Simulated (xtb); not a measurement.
xtb input (GFN1-xTB):

```bash
xtb mol.xyz --gfn 1 --sp --chrg 0 --uhf 0
```
mol.xyz:
```
18

C     -2.18027659     0.40777926     1.69019785
C     -1.50591774     0.17509939     0.34562970
C     -1.71387072    -1.25780150    -0.13359812
C     -1.97759884     1.18386596    -0.69503920
O     -0.08791074     0.41287717     0.58020013
Si     1.22894848    -0.06772917    -0.17540443
F      1.58878843    -1.58051973     0.10942317
F      1.12795285     0.07751008    -1.74866236
F      2.44106014     0.80724170     0.31982088
H     -1.80621370    -0.29951154     2.43075824
H     -3.25973816     0.27971246     1.60002099
H     -1.97730898     1.41851806     2.04408863
H     -1.31279992    -1.96884352     0.58897370
H     -2.77838286    -1.45855097    -0.25952078
H     -1.22863896    -1.42603502    -1.09727421
H     -1.46448710     1.02944525    -1.64472474
H     -1.77824669     2.19965604    -0.35320781
H     -3.05040586     1.07905281    -0.86342939
```

Output:

```
           -------------------------------------------------
          |                Calculation Setup                |
           -------------------------------------------------

           -------------------------------------------------
          |                 G F N 1 - x T B                 |
           -------------------------------------------------

        Reference                      10.1021/acs.jctc.7b00118
      * Hamiltonian:
        H0-scaling (s, p, d)           1.850000    2.250000    2.000000
        zeta-weighting                 0.000000
      * Dispersion:
        s8                             2.400000
        a1                             0.630000
        a2                             5.000000
        s9                             0.000000
      * Repulsion:
        kExp                           1.500000
        rExp                           1.000000
      * Coulomb:
        alpha                          2.000000
        third order                    atomic
        anisotropic                    false
      * Halogen bond correction:
        rad-scale                      1.300000
        damping                        0.440000

          ...................................................
          :                      SETUP                      :
          :.................................................:
          :  # basis functions                  60          :
          :  # atomic orbitals                  59          :
          :  # shells                           37          :
          :  # electrons                        56          :
          :  # halogen bonds                     0          :
          :  max. iterations                   250          :
          :  Hamiltonian                  GFN1-xTB          :
          :  restarted?                      false          :
          :  GBSA solvation                  false          :
          :  PC potential                    false          :
          :  electronic temp.          300.0000000     K    :
          :  accuracy                    1.0000000          :
          :  -> integral cutoff          0.2500000E+02      :
          :  -> integral neglect         0.1000000E-07      :
          :  -> SCF convergence          0.1000000E-05 Eh   :
          :  -> wf. convergence          0.2000000E-04 e    :
          :  Broyden damping             0.4000000          :
          :  net charge                          0          :
          :  unpaired electrons                  0          :
          ...................................................

 iter      E             dE          RMSdq      gap      omega  full diag
   1    -35.8031750 -0.358032E+02  0.818E+00    8.40       0.0  T
   2    -35.8442492 -0.410742E-01  0.490E+00    8.90       1.0  T
   3    -35.8429831  0.126606E-02  0.608E-01    9.03       1.0  T
   4    -35.8446781 -0.169500E-02  0.191E-01    9.02       1.0  T
   5    -35.8454927 -0.814616E-03  0.950E-02    9.05       1.0  T
   6    -35.8457690 -0.276281E-03  0.157E-02    9.03       1.5  T
   7    -35.8457695 -0.505909E-06  0.539E-03    9.03       4.4  T
   8    -35.8457697 -0.164867E-06  0.417E-04    9.03      56.5  T
   9    -35.8457697 -0.423477E-08  0.855E-05    9.03     275.7  T
  10    -35.8457697 -0.150699E-09  0.206E-05    9.03    1141.9  T

   *** convergence criteria satisfied after 10 iterations ***

         #    Occupation            Energy/Eh            Energy/eV
      -------------------------------------------------------------
         1        2.0000           -0.8364494             -22.7609
       ...           ...                  ...                  ...
        22        2.0000           -0.5217314             -14.1970
        23        2.0000           -0.5175985             -14.0846
        24        2.0000           -0.5120846             -13.9345
        25        2.0000           -0.5116234             -13.9220
        26        2.0000           -0.5076313             -13.8134
        27        2.0000           -0.4761508             -12.9567
        28        2.0000           -0.4755163             -12.9395 (HOMO)
        29                         -0.1438475              -3.9143 (LUMO)
        30                         -0.1297425              -3.5305
        31                         -0.1287976              -3.5048
        32                         -0.1068983              -2.9089
        33                         -0.0921196              -2.5067
       ...                                ...                  ...
        59                          1.2420330              33.7974
      -------------------------------------------------------------
                  HL-Gap            0.3316687 Eh            9.0252 eV
             Fermi-level           -0.3096819 Eh           -8.4269 eV

 SCC (total)                   0 d,  0 h,  0 min,  0.028 sec
 SCC setup                      ...        0 min,  0.000 sec (  0.337%)
 Dispersion                     ...        0 min,  0.000 sec (  0.180%)
 classical contributions        ...        0 min,  0.000 sec (  0.076%)
 integral evaluation            ...        0 min,  0.005 sec ( 16.672%)
 iterations                     ...        0 min,  0.004 sec ( 13.939%)
 molecular gradient             ...        0 min,  0.019 sec ( 68.056%)
 printout                       ...        0 min,  0.000 sec (  0.702%)

         :::::::::::::::::::::::::::::::::::::::::::::::::::::
         ::                     SUMMARY                     ::
         :::::::::::::::::::::::::::::::::::::::::::::::::::::
         :: total energy             -35.597246680565 Eh    ::
         :: gradient norm              0.032083827049 Eh/a0 ::
         :: HOMO-LUMO gap              9.025165742784 eV    ::
         ::.................................................::
         :: SCC energy               -35.845769678998 Eh    ::
         :: -> electrostatic           0.064498749756 Eh    ::
         :: repulsion energy           0.256141273484 Eh    ::
         :: dispersion energy         -0.007618275051 Eh    ::
         :: halogen bond corr.         0.000000000000 Eh    ::
         :: add. restraining           0.000000000000 Eh    ::
         :: total charge               0.000000000000 e     ::
         :::::::::::::::::::::::::::::::::::::::::::::::::::::

           -------------------------------------------------
          |                Property Printout                |
           -------------------------------------------------

    * Orbital Energies and Occupations

         #    Occupation            Energy/Eh            Energy/eV
      -------------------------------------------------------------
         1        2.0000           -0.8364494             -22.7609
       ...           ...                  ...                  ...
        16        2.0000           -0.5455350             -14.8448
        17        2.0000           -0.5425109             -14.7625
        18        2.0000           -0.5317139             -14.4687
        19        2.0000           -0.5285791             -14.3834
        20        2.0000           -0.5245095             -14.2726
        21        2.0000           -0.5230803             -14.2337
        22        2.0000           -0.5217314             -14.1970
        23        2.0000           -0.5175985             -14.0846
        24        2.0000           -0.5120846             -13.9345
        25        2.0000           -0.5116234             -13.9220
        26        2.0000           -0.5076313             -13.8134
        27        2.0000           -0.4761508             -12.9567
        28        2.0000           -0.4755163             -12.9395 (HOMO)
        29                         -0.1438475              -3.9143 (LUMO)
        30                         -0.1297425              -3.5305
        31                         -0.1287976              -3.5048
        32                         -0.1068983              -2.9089
        33                         -0.0921196              -2.5067
        34                         -0.0767567              -2.0887
        35                         -0.0723198              -1.9679
        36                         -0.0605667              -1.6481
        37                         -0.0557606              -1.5173
        38                         -0.0398038              -1.0831
        39                         -0.0392053              -1.0668
       ...                                ...                  ...
        59                          1.2420330              33.7974
      -------------------------------------------------------------
                  HL-Gap            0.3316687 Eh            9.0252 eV
             Fermi-level           -0.3096819 Eh           -8.4269 eV

  Mulliken/CM5 charges         n(s)   n(p)   n(d)
     1C    -0.10573 -0.24994   1.017  3.088  0.000
     2C     0.25953  0.25294   1.054  2.687  0.000
     3C    -0.10919 -0.25208   1.022  3.087  0.000
     4C    -0.10852 -0.25228   1.020  3.089  0.000
     5O    -0.38455 -0.43015   1.627  4.757  0.000
     6Si    0.70634  0.62567   0.744  1.234  1.315
     7F    -0.21893 -0.19557   1.751  5.468  0.000
     8F    -0.22320 -0.20063   1.752  5.471  0.000
     9F    -0.20237 -0.17759   1.750  5.453  0.000
    10H     0.04522  0.10020   0.955  0.000  0.000
    11H     0.02939  0.08241   0.971  0.000  0.000
    12H     0.04554  0.10071   0.954  0.000  0.000
    13H     0.05158  0.10739   0.948  0.000  0.000
    14H     0.03133  0.08444   0.969  0.000  0.000
    15H     0.05448  0.11127   0.946  0.000  0.000
    16H     0.05217  0.10819   0.948  0.000  0.000
    17H     0.04660  0.10170   0.953  0.000  0.000
    18H     0.03032  0.08331   0.970  0.000  0.000

Wiberg/Mayer (AO) data.
largest (>0.10) Wiberg bond orders for each atom

 ---------------------------------------------------------------------------
     #   Z sym  total        # sym  WBO       # sym  WBO       # sym  WBO
 ---------------------------------------------------------------------------
     1   6 C    3.995 --     2 C    0.999    11 H    0.986    12 H    0.984
                            10 H    0.984
     2   6 C    3.881 --     3 C    1.001     4 C    1.000     1 C    0.999
                             5 O    0.854
     3   6 C    3.995 --     2 C    1.001    14 H    0.984    13 H    0.981
                            15 H    0.974
     4   6 C    3.995 --     2 C    1.000    18 H    0.986    17 H    0.984
                            16 H    0.980
     5   8 O    2.384 --     6 Si   1.388     2 C    0.854
     6  14 Si   5.169 --     5 O    1.388     9 F    1.262     7 F    1.231
                             8 F    1.222
     7   9 F    1.322 --     6 Si   1.231
     8   9 F    1.317 --     6 Si   1.222
     9   9 F    1.348 --     6 Si   1.262
    10   1 H    1.005 --     1 C    0.984
    11   1 H    1.003 --     1 C    0.986
    12   1 H    1.006 --     1 C    0.984
    13   1 H    1.000 --     3 C    0.981
    14   1 H    1.004 --     3 C    0.984
    15   1 H    1.001 --     3 C    0.974
    16   1 H    1.002 --     4 C    0.980
    17   1 H    1.003 --     4 C    0.984
    18   1 H    1.003 --     4 C    0.986
 ---------------------------------------------------------------------------

Topologies differ in total number of bonds
Writing topology from bond orders to xtbtopo.mol

 dipole moment from electron density (au)
     X       Y       Z
  -1.3501  -0.0535   0.0337  total (Debye):    3.435

           -------------------------------------------------
          | TOTAL ENERGY              -35.597246680565 Eh   |
          | GRADIENT NORM               0.032083827049 Eh/α |
          | HOMO-LUMO GAP               9.025165742784 eV   |
           -------------------------------------------------
Note: The following floating-point exceptions are signalling: IEEE_DENORMAL
normal termination of xtb

------------------------------------------------------------------------
------------------------------------------------------------------------
 total:
 SCF:
```
